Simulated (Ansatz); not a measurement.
## A geometry optimisation of C5H5NSi with PBE0-D3(BJ)/def2-SVP

The starting geometry of this gas-phase singlet was optimised with GFN2-xTB; its bonds are those of `C=C1C=C(C#N)[SiH2]1`.

```xyz
12

C    -1.4236   -0.1516    0.2287
C    -0.2347    0.4046    0.0256
C     1.0562   -0.2402   -0.1725
C     1.9159    0.7959   -0.3371
C     3.2840    0.7939   -0.5632
N     4.4182    0.8587   -0.7507
Si    0.5600    2.1373   -0.1408
H    -1.5519   -1.2235    0.2704
H    -2.3132    0.4409    0.3607
H     1.2621   -1.2996   -0.1827
H     0.6481    2.9521    1.0663
H     0.2490    2.9057   -1.3415
```

Task: Where would you expect an optimisation with PBE0-D3(BJ)/def2-SVP to take it?

Result: It keeps its bonds, and is `C=C1C=C(C#N)[SiH2]1`.

The energy falls by 0.12 eV over 7 steps:

```json
{"step": "1", "E − E(last) (eV)": "0.125"}
{"step": "2", "E − E(last) (eV)": "0.011"}
{"step": "3", "E − E(last) (eV)": "0.001"}
{"step": "4", "E − E(last) (eV)": "0.001"}
{"step": "5", "E − E(last) (eV)": "0.000"}
{"step": "6", "E − E(last) (eV)": "0.000"}
{"step": "7", "E − E(last) (eV)": "0.000"}
```

Final geometry (Å):

```xyz
12

C    -1.4500   -0.1678    0.2347
C    -0.2640    0.4165    0.0284
C     1.0559   -0.1922   -0.1760
C     1.9408    0.8368   -0.3416
C     3.3317    0.7804   -0.5686
N     4.4786    0.7768   -0.7567
Si    0.5617    2.1129   -0.1408
H    -1.5502   -1.2586    0.2732
H    -2.3628    0.4177    0.3724
H     1.2826   -1.2672   -0.1918
H     0.6204    2.9835    1.0686
H     0.2256    2.9354   -1.3385
```

No frequencies were run, so the end isn't proven a minimum. Run with Ansatz 0.2.0, 20 s on 2 threads of Arm Neoverse V2, on a shared host.
